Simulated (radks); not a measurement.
Numerical settings for the praseodymium ion Pr+, [Xe] 4f3 6s1. Calculated with a radial shooting solver on a logarithmic mesh with Libxc functionals: Dirac Kohn-Sham, LDA (Slater exchange, Perdew-Wang correlation), spin-unpolarised, spherical densities, finite nucleus; open shells are shared between the two j in proportion to 2j + 1; Fermi nuclear charge, rms radius 4.8919 fm. The defaults (mesh step 0.008 in ln r, mesh end at 40 bohr or more with all orbitals vanishing there, Anderson mixing 0.5 over 9 steps, residual threshold near 1e-9 with the energy settled to 1e-9 hartree or 1e-11 of itself, here a cap of 82 iterations) give E = -9235.1918 hartree and 4f7/2 at -7.141 eV in 15 iterations. Run on one thread of a shared host, so times are rough (Arm Neoverse V1): 0.17 s of CPU time, 0.17 s wall, 15 iterations on 2360 mesh points. Changes against that run (0 stands for a change within the tolerance of the run):

| setting | iterations | converged | E (mhartree) | e(4f7/2) (meV) | CPU (s) |
|---|---|---|---|---|---|
| mesh step in ln r 0.005 | 15 | yes | 0 | 0 | 0.26 |
| mesh step in ln r 0.05 | 15 | yes | +0.083 | -0.0321 | 0.04 |
| mesh step in ln r 0.012 | 15 | yes | 0 | 0 | 0.12 |
| mesh end (bohr) 1 | 13 | level above zero | +3.34e+05 | +3.96e+05 | 0.1 |
| mesh end (bohr) 3 | 13 | level above zero | +2.65e+03 | +1.62e+04 | 0.12 |
| residual threshold 0.001 | 9 | yes | +0.000617 | +12 | 0.13 |
| residual threshold 0.01 | 9 | yes | +0.000617 | +12 | 0.13 |
| mixing 0.2 | 16 | yes | 0 | 0 | 0.18 |
| linear mixing, mixing 0.5 | 30 | yes | 0 | 0 | 0.26 |
| linear mixing, mixing 0.8 | 82 | no | +6.7e+03 | +5.78e+03 | 1.5 |
| mixing history 20 | 21 | yes | 0 | 0 | 0.21 |
| iteration cap 5 | 5 | no | +0.16 | +220 | 0.07 |

Settled on a wrong energy, with an occupied level pushed above zero by the early mesh end: mesh end (bohr) 1 (+334 hartree); mesh end (bohr) 3 (+2.65 hartree). Apart from these: no run marked as converged misses the energy by more than 1 mhartree. A mesh that ends early acts as a hard wall.
